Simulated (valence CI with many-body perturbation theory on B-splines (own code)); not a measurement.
## Hg⁶⁵⁺: E2, M1 decay

Level of theory: valence CI with perturbative core correlation (CI+MBPT): five valence electrons over a frozen Dirac-Fock core [Ne], radial functions for each j: 11 s, 11 p, 10 d, 8 f, 5 g, 2 h, with the one-electron correlation potential Σ1 (screened to all orders), the two-electron term Σ2, the three-electron term Σ3, Breit, model QED; selected single and double excitations, second order for the rest, scaled by the run's own slope (own B-spline code, finite nucleus).

The last digits are not significant, and no measured levels were compared; by estimate large intervals hold to a few tenths of a per cent, small ones and those within an open d or f shell to about a per cent. Among the levels kept, up to 3300 cm⁻¹ of a level comes from second order outside the variational space, and about a tenth of that is noise between levels of different J, which matters for small intervals.

Lines 1 to 24 of 24 in falling wavelength, among levels below 1781.1 eV, chosen from the decays that carry over 1 % of a level's rate. Wavelengths and rates use the calculated energies. Electric multipoles are in the length gauge, E1 and E2 with the static RPA response of the core. Weak lines are less certain than strong ones. Lines between different terms over intervals too small for the method are left out, as are lines whose strength nearly cancels.

Levels are named by their leading jj configuration (3d3/2^4 stands for four electrons in 3d with j = 3/2), which in mixed levels can hold well under half, so a name can repeat and another be missing. Letters in brackets count levels of one name in rising energy.

| λ vac (nm) | Upper | Lower | Type | A (s⁻¹) | Branch % |
| --- | --- | --- | --- | --- | --- |
| 10.54 | (3s^2 3p1/2 3p3/2 3d5/2) J=9/2 | (3s^2 3p1/2 3p3/2 3d3/2) J=7/2 | M1 | 9.41e+06 | 36.8 |
| 2.589 | (3s^2 3p3/2^2 3d5/2) J=7/2 | (3s^2 3p1/2 3p3/2 3d5/2) J=7/2 [b] | M1 | 1.12e+08 | 1.1 |
| 2.579 | (3s^2 3p3/2^2 3d5/2) J=9/2 | (3s^2 3p1/2 3p3/2 3d5/2) J=7/2 [b] | M1 | 3.37e+08 | 6.4 |
| 2.560 | (3s^2 3p1/2 3p3/2 3d5/2) J=7/2 [a] | (3s^2 3p1/2^2 3d5/2) J=5/2 | M1 | 6.97e+08 | 31.9 |
| 2.488 | (3s^2 3p1/2 3p3/2 3d5/2) J=9/2 | (3s^2 3p1/2^2 3d5/2) J=5/2 | E2 | 1.61e+07 | 63.0 |
| 2.484 | (3s^2 3p1/2 3p3/2 3d3/2) J=5/2 [a] | (3s^2 3p1/2^2 3d3/2) J=3/2 | M1 | 3.79e+08 | 3.3 |
| 2.470 | (3s^2 3p3/2^2 3d5/2) J=7/2 | (3s^2 3p1/2 3p3/2 3d5/2) J=5/2 [a] | M1 | 5.87e+08 | 5.7 |
| 2.468 | (3s^2 3p1/2 3p3/2^2) J=3/2 | (3s^2 3p1/2^2 3p3/2) J=3/2 | M1 | 1.19e+09 | 99.0 |
| 2.465 | (3s^2 3p1/2 3p3/2 3d3/2) J=1/2 [a] | (3s^2 3p1/2^2 3d3/2) J=3/2 | M1 | 7.66e+08 | 5.4 |
| 2.458 | (3s^2 3p3/2^2 3d5/2) J=5/2 [a] | (3s^2 3p1/2 3p3/2 3d5/2) J=3/2 [b] | M1 | 4.38e+08 | 8.6 |
| 2.457 | (3s^2 3p3/2^3) J=3/2 | (3s^2 3p1/2 3p3/2^2) J=1/2 | M1 | 2.98e+08 | 2.7 |
| 2.449 | (3s^2 3p3/2^2 3d5/2) J=7/2 | (3s^2 3p1/2 3p3/2 3d5/2) J=9/2 | M1 | 1.41e+08 | 1.4 |
| 2.440 | (3s^2 3p3/2^2 3d5/2) J=9/2 | (3s^2 3p1/2 3p3/2 3d5/2) J=9/2 | M1 | 5.02e+08 | 9.5 |
| 2.407 | (3s^2 3p1/2 3p3/2^2) J=5/2 | (3s^2 3p1/2^2 3p3/2) J=3/2 | M1 | 2.03e+08 | 33.9 |
| 2.407 | (3s^2 3p1/2 3p3/2^2) J=5/2 | (3s^2 3p1/2^2 3p3/2) J=3/2 | E2 | 3.42e+07 | 5.7 |
| 2.383 | (3s^2 3p3/2^2 3d5/2) J=7/2 | (3s^2 3p1/2 3p3/2 3d5/2) J=7/2 [a] | M1 | 3.88e+08 | 3.8 |
| 2.376 | (3s^2 3p3/2^3) J=3/2 | (3s^2 3p1/2 3p3/2^2) J=5/2 | M1 | 3.25e+08 | 3.0 |
| 2.374 | (3s^2 3p3/2^2 3d5/2) J=9/2 | (3s^2 3p1/2 3p3/2 3d5/2) J=7/2 [a] | M1 | 4.00e+08 | 7.6 |
| 2.330 | (3s^2 3p1/2 3p3/2^2) J=1/2 | (3s^2 3p1/2^2 3p3/2) J=3/2 | M1 | 6.65e+08 | 94.7 |
| 2.330 | (3s^2 3p1/2 3p3/2^2) J=1/2 | (3s^2 3p1/2^2 3p3/2) J=3/2 | E2 | 2.86e+07 | 4.1 |
| 2.320 | (3s^2 3p3/2^3) J=3/2 | (3s^2 3p1/2 3p3/2^2) J=3/2 | M1 | 1.33e+09 | 12.1 |
| 2.309 | (3s^2 3p3/2^2 3d5/2) J=5/2 [a] | (3s^2 3p1/2 3p3/2 3d5/2) J=5/2 [a] | M1 | 9.20e+07 | 1.8 |
| 2.293 | (3s^2 3p3/2^2 3d5/2) J=5/2 [a] | (3s^2 3p1/2 3p3/2 3d5/2) J=3/2 [a] | M1 | 1.21e+08 | 2.4 |
| 2.232 | (3s^2 3p3/2^2 3d5/2) J=5/2 [a] | (3s^2 3p1/2 3p3/2 3d5/2) J=7/2 [a] | M1 | 7.21e+08 | 14.2 |
